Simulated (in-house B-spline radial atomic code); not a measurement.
How G0W0 and RPA depend on the start: S9+

Configuration [He] 2s2 2p3, highest spin. Computed with an all-electron radial atomic-structure program (B-spline basis): all electrons, scalar-relativistic (spin-free one-electron X2C), finite nucleus, each spin shell either full or empty, empty states to l = 9 with an (l + 1/2)⁻⁴ tail; G0W0 by contour deformation at full frequency.

```tsv
start	mean-field 2p up (eV)	G0W0 (eV)	QP weight	RPA correlation (Eh)
Hartree-Fock	-450.32	-449.22	0.988	-0.35828
PBE	-421.26	-448.28	0.974	-0.40675
B3LYP (VWN-RPA)	-427.44	-448.54	0.979	-0.39429
TPSS	-422.01	?	?	?
HSE06	-428.23	?	?	?
```

(1) What G0W0 level, weight and RPA correlation energy follow from the HSE06 start?

(2) What G0W0 level, weight and RPA correlation energy follow from the TPSS start?

(3) How much of the dependence on the start does G0W0 remove?

Results:

(1) G0W0 level -448.61 eV, weight 0.980, RPA correlation -0.3922 hartree.

(2) G0W0 level -448.32 eV, weight 0.975, RPA correlation -0.40296 hartree.

(3) The mean-field levels span 29.1 eV and the G0W0 levels 0.937 eV. Against 447.7 ± 0.3 eV (NIST, semi-empirical) the G0W0 removal energies are off by +0.58 to +1.52 eV, with spin-orbit coupling, Breit and QED terms left out.
